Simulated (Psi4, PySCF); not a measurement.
OPb, singlet, at a GFN2-xTB geometry (such geometries of metal compounds can be far from the true shape) (core potentials on Pb). Base run: PBE0/def2-SVPD, TDA run with PySCF.

Here is a job for PySCF.
```python
from pyscf import gto, scf, dft, tdscf

mol = gto.Mole()
mol.atom = '''
    Pb   -0.000000   -0.000000   -0.170634
    O     0.000000    0.000000    1.748994
'''
mol.basis = 'def2-svpd'
mol.ecp = {'Pb': 'def2-svpd'}
mol.charge = 0
mol.spin = 0
mol.verbose = 3
mol.build()

mf = dft.RKS(mol)
mf.xc = 'pbe0'
mf.kernel()
td = mf.TDA()
td.nstates = 5
td.kernel()
td.analyze(verbose=3)
```

Programs used: Psi4, PySCF; a row that names a program was run with it.

The base run was repeated with changes; each row names its change, and settings that it needs were set with it.

| change | first excitation (eV) | oscillator strength of the first | second (eV) |
|---|---|---|---|
| base | 3.35 | 0.000 | 3.63 |
| nstates = 15 | 3.35 | 0.000 | 3.63 |
| nstates = 2 | 3.66 | 0.026 | 3.66 |
| response = full linear response | 3.31 | 0.000 | 3.60 |
| functional = blyp | 3.30 | 0.000 | 3.58 |
| functional = m062x | 3.30 | 0.000 | 3.62 |
| guess vectors = 13 for 5 states | 3.35 | 0.000 | 3.63 |
| functional = bhandhlyp | 3.33 | 0.000 | 3.61 |
| basis = def2-TZVP | 3.29 | 0.000 | 3.53 |
| code = psi4 | 3.35 | 0.000 | 3.63 |

An iterative solver can miss low states, so a row lists the states that it found.
